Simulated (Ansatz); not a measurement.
The pair A = GeH4 (SMILES [GeH4]) (first 5 atoms), B = Si2H6 (SMILES [SiH3][SiH3]); geometry from B3LYP-D3(BJ)/def2-TZVP.
(charge 0, multiplicity 1):
| atom | x (Å) | y (Å) | z (Å) |
|---|---|---|---|
| Ge | 0.0123 | 0.1378 | 0.0447 |
| H | -1.3182 | 0.7174 | -0.4566 |
| H | 0.6899 | 1.1478 | 0.9822 |
| H | 0.9340 | -0.1490 | -1.1501 |
| H | -0.2530 | -1.1659 | 0.8113 |
| Si | 1.1632 | -0.0348 | 4.1238 |
| Si | -1.1769 | -0.1378 | 4.0068 |
| H | 1.6211 | 1.3732 | 4.0418 |
| H | 1.7841 | -0.8031 | 3.0193 |
| H | 1.6226 | -0.6079 | 5.4132 |
| H | -1.7669 | 0.4781 | 5.2207 |
| H | -1.6282 | -1.5478 | 3.9232 |
| H | -1.6839 | 0.5919 | 2.8201 |

Cores are frozen in the correlated methods. Filled d and f shells under p-block atoms count as core.

The values were computed with Ansatz (a first-principles code). Values without a source in brackets are computed.

Total energies (hartree), monomers frozen at their geometry in the pair:

```tsv
structure	HF/def2-SVPD	B3LYP/def2-TZVPPD	CCSD(T)/def2-SVPD
AB	-2658.5772117	-2662.0853411	-2659.0142686
A in the pair's basis	-2077.4150900	-2079.4431355	-2077.5659842
B in the pair's basis	-581.1644791	-582.6440692	-581.4467575
A	-2077.4148652	-2079.4429920	-2077.5651725
B	-581.1640210	-582.6440142	-581.4454962
```

Q: Work out the interaction energy without and with the counterpoise correction, and the superposition error, for each level.

A: 
E(AB) − E(A) − E(B), times 627.509 kcal/mol, with the monomers in their own basis and then in the pair's basis:
- HF/def2-SVPD: 1.05 uncorrected, 1.48 corrected; the monomers gain 0.43 kcal/mol from borrowed functions
- B3LYP/def2-TZVPPD: 1.04 uncorrected, 1.17 corrected; the monomers gain 0.12 kcal/mol from borrowed functions
- CCSD(T)/def2-SVPD: -2.26 uncorrected, -0.96 corrected; the monomers gain 1.30 kcal/mol from borrowed functions
